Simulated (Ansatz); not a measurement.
Computed with Ansatz on PBE0-D4/def2-TZVP structures; ΔE is electronic, products minus reactants. CCSD(T)/CBS is the MP2 limit (def2-TZVPP, def2-QZVPP) plus CCSD(T) − MP2 in def2-TZVPP, frozen cores. Functionals use def2-TZVPP. B3LYP here is the variant with VWN-RPA as its local correlation; programs differ in this. For Ge, Zn outer-core shells are correlated without core-valence functions, which leaves a few kJ/mol of doubt a bond. Scalar relativity is left out up to krypton.

Reaction (cleavage of the B–Ge bond): `[BH2][GeH2][CH3]` + `C[NH][ZnH]` → `B[N](C)[ZnH]` + `[CH3][GeH3]`

```tsv
level	ΔE (kJ/mol)
B3LYP-D4	-181.8
ωB97X-V	-177.3
ωB97M-V	-183.1
PBE	-178.0
HF/def2-TZVPP	-175.1
CCSD(T)/def2-TZVPP	-183.3
MP2/def2-QZVPP	-183.7
SCS-MP2/def2-QZVPP	-181.5
```

What does CCSD(T)/CBS give? (Estimate.)

The calculation gave: -177.5 kJ/mol. The listed levels differ from it by -4.3, 0.2, -5.6, -0.5, 2.4, -5.8, -6.2, -4.0 kJ/mol.

Largest T1 diagnostic among the species: 0.016.

In def2-TZVPP, CCSD(T) changes the Hartree–Fock value by −8.2 kJ/mol (the triples alone add −3.6 kJ/mol) and MP2 by −11.7 kJ/mol.
